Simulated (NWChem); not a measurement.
System: CdHSeF; SMILES [SeH][Cd][F]

Excerpt of the output:

```
             Northwest Computational Chemistry Package (NWChem) 7.3.0
             --------------------------------------------------------

 C1  symmetry detected

                             Geometry "geometry" -> ""
                             -------------------------

 Output coordinates in angstroms (scale by  1.889725989 to convert to a.u.)

  No.       Tag          Charge          X              Y              Z
 ---- ---------------- ---------- -------------- -------------- --------------
    1 Cd                  48.0000    -0.01024384     0.73703771    -0.00125038
    2 F                    9.0000    -0.00415388     2.67194766     0.00395202
    3 Se                  34.0000    -0.02697458    -1.69669831     0.00070978
    4 H                    1.0000     1.44622492    -1.73759652     0.00031767

 Effective nuclear repulsion energy (a.u.)     532.1359697148

 Summary of "ao basis" -> "ao basis" (spherical)
 ------------------------------------------------------------------------------
       Tag                 Description            Shells   Functions and Types
 ---------------- ------------------------------  ------  ---------------------
 Cd                         def2-svp                11       31   5s3p2d1f
 F                          def2-svp                 6       14   3s2p1d
 Se                         def2-svp                12       32   5s4p3d
 H                          def2-svp                 3        5   2s1p

            General Information
            -------------------
          SCF calculation type: DFT
          Wavefunction type:  closed shell.
          No. of atoms     :     4
          No. of electrons :    64
           Alpha electrons :    32
            Beta electrons :    32
          Charge           :     0
          Spin multiplicity:     1
          Use of symmetry is: off; symmetry adaption is: off
          Maximum number of iterations: 150
          AO basis - number of functions:    82
                     number of shells:    32
          Convergence on energy requested:  1.00D-06
          Convergence on density requested:  1.00D-05
          Convergence on gradient requested:  5.00D-04

              XC Information
              --------------
                     Hartree-Fock (Exact) Exchange  1.000
                     LC-wPBE(h)Exchange Functional  1.000
            Perdew 1991 LDA Correlation Functional  1.000 local
           PerdewBurkeErnz. Correlation Functional  1.000 non-local

           Range-Separation Parameters
           ---------------------------
           Alpha           :  0.00
           Beta            :  1.00
           Gamma           :  0.25
           Short-Range HF  :     F

             Grid Information
             ----------------
          Grid used for XC integration:  medium
          Radial quadrature: Mura-Knowles
          Angular quadrature: Lebedev.
          Tag              B.-S. Rad. Rad. Pts. Rad. Cut. Ang. Pts.
          ---              ---------- --------- --------- ---------
          Cd                  1.55      123          10.0       590
          F                   0.50       49          12.0       434
          Se                  1.15      112          10.0       590
          H                   0.35       45          11.0       434
          Grid pruning is: on
          Number of quadrature shells:   329
          Spatial weights used:  Erf1

      Superposition of Atomic Density Guess
      -------------------------------------

 Sum of atomic energies:       -2691.27726164

      Non-variational initial energy
      ------------------------------

 Total energy =   -2666.337688
 1-e energy   =   -4281.259096
 2-e energy   =    1363.856617
 HOMO         =      -0.290382
 LUMO         =      -0.067528

   convergence    iter        energy       DeltaE   RMS-Dens  Diis-err
 ---------------- ----- ----------------- --------- --------- ---------
 d= 0,ls=0.0,diis     1  -2668.8843655408 -2.92D+03  1.95D-02  9.17D-01
 d= 0,ls=0.0,diis     2  -2668.7871851017  9.72D-02  9.96D-03  2.52D+00
 d= 0,ls=0.0,diis     3  -2668.9958216683 -2.09D-01  1.61D-03  1.96D-02
 d= 0,ls=0.0,diis     4  -2668.9974786770 -1.66D-03  5.37D-04  4.74D-03
 d= 0,ls=0.0,diis     5  -2668.9977973491 -3.19D-04  1.53D-04  1.26D-04
  Resetting Diis
 d= 0,ls=0.0,diis     6  -2668.9978145370 -1.72D-05  6.96D-05  1.09D-05
 d= 0,ls=0.0,diis     7  -2668.9978172049 -2.67D-06  2.09D-05  1.17D-06
 d= 0,ls=0.0,diis     8  -2668.9978174550 -2.50D-07  6.96D-06  6.17D-07

         Total DFT energy =    -2668.997817454958
      One electron energy =    -4281.486385045886
           Coulomb energy =     1474.481059421061
    Exchange-Corr. energy =     -113.057283246906
 Nuclear repulsion energy =      251.064791416773

 Numeric. integr. density =       64.000003881466

                       DFT Final Molecular Orbital Analysis
                       ------------------------------------

 Vector   30  Occ=2.000000D+00  E=-4.010058D-01
              MO Center=  2.2D-02,  2.5D+00,  3.4D-03, r^2= 1.1D+00
   Bfn.  Coefficient  Atom+Function         Bfn.  Coefficient  Atom+Function
  ----- ------------  ---------------      ----- ------------  ---------------
    35      0.633597  2 F  px                38     -0.453732  2 F  px
    15      0.188618  1 Cd d -2              12     -0.094975  1 Cd px
     9     -0.071022  1 Cd px                61     -0.063982  3 Se py
    58     -0.061748  3 Se py                 6      0.057062  1 Cd px
    79      0.052518  4 H  s                 36      0.047342  2 F  py

[...]
```

Level: LC-wPBE (HJS exchange hole, range parameter 0.25 per bohr)/def2-SVP with def2 effective core potentials on Cd, vertical spin-unrestricted ions. Structure relaxed at the PBE0/def2-SVP level. def2 effective core potentials on Cd; no spin-orbit coupling.

Q: Reconstruct the input file.

A: One answer among several that fit: the input that was run:
```
start job
memory heap 200 mb stack 900 mb global 1100 mb
geometry units angstroms noautoz
  Cd    -0.500152     0.383531     0.001772
  F     -0.872541     2.282275    -0.004418
  Se    -0.040535    -2.006414     0.018201
  H      1.412058    -1.758554    -0.004790
end
basis spherical
  * library def2-svp
end
ecp
  Cd library def2-ecp
end
dft
  xc xwpbe 1.00 cpbe96 1.0 hfexch 1.00
  cam 0.25 cam_alpha 0.0 cam_beta 1.0
  iterations 150
  vectors input atomic output neutral.movecs
end
task dft energy
charge 1
dft
  odft
  mult 2
  vectors input atomic output cation.movecs
end
task dft energy
```
